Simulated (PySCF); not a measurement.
CH₃FGe, SMILES [Ge]([CH3])[F] (connectivity only; charge and spin as stated), neutral, multiplicity 1. The structure is a stationary point at B3LYP-D3(BJ)/def2-TZVP.

PySCF with TDA-CAM-B3LYP/def2-SVPD puts the lowest singlet excitations at 3.23, 6.01, 6.74, 6.87, 7.30, 7.40 eV.

### Question
What are the lowest excitation roots from ADC(2)/aug-cc-pVDZ run with PySCF? (The exact figures need the calculation; the answer reports its results.)

### Answer
3.17, 5.78, 6.21, 6.57, 6.66, 7.02 eV. S1 differs by -0.06 eV (second minus first; roots are paired by order, and the bases may differ).
